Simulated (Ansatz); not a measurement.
Single points on `FC(F)(F)c1cnc(-c2cnc(-c3cnc(-c4cnc(C(F)(F)F)nc4)nc3)nc2)nc1`.

```yaml
crystal:
  periodic: [false, false, false]
  atoms:
    - {symbol: F, position_ang: [9.227370, -1.078179, -1.815769]}
    - {symbol: C, position_ang: [8.837751, -0.217045, -0.862663]}
    - {symbol: F, position_ang: [9.406196, -0.611994, 0.289265]}
    - {symbol: F, position_ang: [9.340993, 0.990776, -1.162309]}
    - {symbol: C, position_ang: [7.342456, -0.170624, -0.749024]}
    - {symbol: C, position_ang: [6.672067, 0.980763, -0.320211]}
    - {symbol: N, position_ang: [5.351456, 1.015356, -0.182847]}
    - {symbol: C, position_ang: [4.676283, -0.108962, -0.477933]}
    - {symbol: C, position_ang: [3.212724, -0.076274, -0.324983]}
    - {symbol: C, position_ang: [2.532465, 1.073771, 0.113725]}
    - {symbol: N, position_ang: [1.212084, 1.108799, 0.249651]}
    - {symbol: C, position_ang: [0.537021, -0.014086, -0.051836]}
    - {symbol: C, position_ang: [-0.926731, 0.020469, 0.096031]}
    - {symbol: C, position_ang: [-1.733580, -1.095923, -0.187800]}
    - {symbol: N, position_ang: [-3.055088, -1.068622, -0.055256]}
    - {symbol: C, position_ang: [-3.601881, 0.083591, 0.366699]}
    - {symbol: C, position_ang: [-5.068834, 0.117867, 0.516008]}
    - {symbol: C, position_ang: [-5.746038, 1.271020, 0.948234]}
    - {symbol: N, position_ang: [-7.070320, 1.302334, 1.091665]}
    - {symbol: C, position_ang: [-7.715836, 0.173830, 0.803127]}
    - {symbol: C, position_ang: [-9.234152, 0.221875, 0.923742]}
    - {symbol: F, position_ang: [-9.742438, -0.980975, 1.198000]}
    - {symbol: F, position_ang: [-9.622174, 1.067824, 1.880373]}
    - {symbol: F, position_ang: [-9.767990, 0.640444, -0.238312]}
    - {symbol: N, position_ang: [-7.196799, -0.973704, 0.370881]}
    - {symbol: C, position_ang: [-5.872067, -0.999076, 0.229346]}
    - {symbol: N, position_ang: [-2.928620, 1.207405, 0.664011]}
    - {symbol: C, position_ang: [-1.607516, 1.172319, 0.529207]}
    - {symbol: N, position_ang: [1.085015, -1.165699, -0.477214]}
    - {symbol: C, position_ang: [2.405902, -1.192261, -0.610351]}
    - {symbol: N, position_ang: [5.225174, -1.258414, -0.907402]}
    - {symbol: C, position_ang: [6.546340, -1.283876, -1.041889]}
    - {symbol: H, position_ang: [7.226256, 1.899517, -0.091204]}
    - {symbol: H, position_ang: [3.096292, 1.981905, 0.355532]}
    - {symbol: H, position_ang: [-1.271327, -2.028364, -0.531112]}
    - {symbol: H, position_ang: [-5.183022, 2.182251, 1.178061]}
    - {symbol: H, position_ang: [-5.411163, -1.928145, -0.123615]}
    - {symbol: H, position_ang: [-1.042923, 2.080813, 0.767599]}
    - {symbol: H, position_ang: [2.866854, -2.124291, -0.956682]}
    - {symbol: H, position_ang: [6.997800, -2.216396, -1.402764]}
basis:
  gaussian: {orbitals: 6-31G}
hamiltonian: {xc: hf}
scf: {omitted_lower_state_checks: [starts]}
output: {orbitals: {seedname: orbitals}}
```

The file start.molden holds the orbitals of an earlier run on this structure, at another level or in another basis.

```sh
$ ansatz run in.yaml --threads 8 --pin off --events-out ev --progress --plain --max-ram 19148MiB
```

Shortened log:

```
Functional definition: HF
4048 factors; integrals over basis functions are off by at most 2.3e-4 eV
mean field evaluation 1: about -46726.9912 eV, gradient 8.1e1 eV
mean field evaluation 2: about -46727.0519 eV, gradient 8.1e1 eV
mean field evaluation 4: about -46744.4524 eV, gradient 8.3e0 eV
mean field evaluation 8: about -46744.7172 eV, gradient 4.3e-1 eV
mean field -46744.71883144 eV, -1717.8367323471 hartree, gradient 1.6e-5 eV, S^2 0.000000; 0 other end points of the search recorded, 0 dependent functions left out
reference -46744.71883144 eV, -1717.8367323471 hartree; 113, 113 occupied and 191, 191 virtual orbitals, 4048 factors
Total energy: -46744.71883144 eV, -1717.8367323471 hartree
Checks for a lower state left out: starts
```

Hardware: 8 threads of Arm Neoverse V1 on a shared host. Wall time 14 s, peak host memory 2.2 GiB.

The first input with `gaussian: {orbitals: def2-SVP, fitting: {mean_field: def2-universal-jkfit}, initial_orbitals: start.molden}`, `hamiltonian: {xc: r2scan, dispersion: d4}` (abridged; 21 s):

```
Functional definition: r2SCAN
mean field -46958.45712793 eV, -1725.6914698661 hartree, gradient 2.3e-5 eV, S^2 0.000000
Total energy: -46958.91687183 eV, -1725.7083651428 hartree
Checks for a lower state left out: starts
```

The first input with `gaussian: {orbitals: def2-SVP, fitting: {mean_field: def2-universal-jkfit}, initial_orbitals: start.molden}`, `hamiltonian: {xc: pbe0, dispersion: d4}` (abridged; 28 s):

```
Functional definition: PBE0
mean field -46932.12068945 eV, -1724.7236236031 hartree, gradient 1.8e-5 eV, S^2 0.000000
Total energy: -46933.49138402 eV, -1724.7739956996 hartree
Checks for a lower state left out: starts
```

Geometry: r2SCAN-D4/def2-SVP.

Single mean-field runs in def2-SVP are fitted with def2-universal-jkfit.
